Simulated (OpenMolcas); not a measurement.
An atom or ion with 8 electrons was computed by SS-CASPT2, IPEA 0.25 Eh, imaginary shift 0.1 Eh with spin-orbit coupling (OpenMolcas, ANO-RCC-VQZP, DKH2). The lowest levels that the run gave, each within 12 % of the measured value where one is at hand:

```
J  Parity  E (cm-1)      g
2    even       0.0  1.501
1    even       604  1.501
0    even       890       
2    even     25840  1.000
0    even     57990
```

**Question.** Which ion is it, and what are the configurations and terms?

**Answer.** Ne²⁺ (Z = 10, charge +2; active space 4 electrons in 3 orbitals (2p)). J, parity and g give the terms where levels are pure, and mixed ones are named by the computed weights; the size of the splittings, set against known spectra of the 8-electron sequence, gives the charge. In order, with the measured energies in cm-1 (Moore, Atomic Energy Levels, vol. I, NSRDS-NBS 35 (1971 reprint of NBS Circular 467, 1949)): 2s2 2p4 3P2, 2s2 2p4 3P1 (650), 2s2 2p4 3P0 (927), 2s2 2p4 1D2 (25841), 2s2 2p4 1S0 (55747).

CASPT2 does not keep the components of a term degenerate, so their means are used; among the terms shown or strongly mixed into the levels shown the widest spread is 69 cm-1 (2s2 2p4 1D). With the s shell closed, the reference lacks s² → p² mixing. Computed and measured levels are paired by configuration, term and J; levels that our copy of the source lacks, or whose pairing is in doubt (as where it misses far off the trend of its configuration), stay unpaired and out of the deviations. Only configurations of the active space appear.
